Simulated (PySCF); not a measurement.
Vertical excitations of a molecule C3H2Cl2F2 from TDA-PBE/def2-SVPD (PySCF 2.14.0), as energy in eV (oscillator strength): 5.57 (0.000), 5.82 (0.000), 6.08 (0.000), 6.20 (0.341), 6.31 (0.000), 6.50 (0.023), 6.82 (0.000), 6.82 (0.000), 7.04 (0.115), 7.17 (0.003). Lowest triplet (TDA): 3.86 eV. Geometry: B3LYP-D3(BJ)/def2-SVP. One conformer was computed; it need not be the lowest.

Task: Identify the compound among the candidates.
A. F[C@H]1[C@H](F)C1(Cl)Cl
B. FC(F)C=C(Cl)Cl
C. FC1(F)CC1(Cl)Cl

Result: B, FC(F)C=C(Cl)Cl
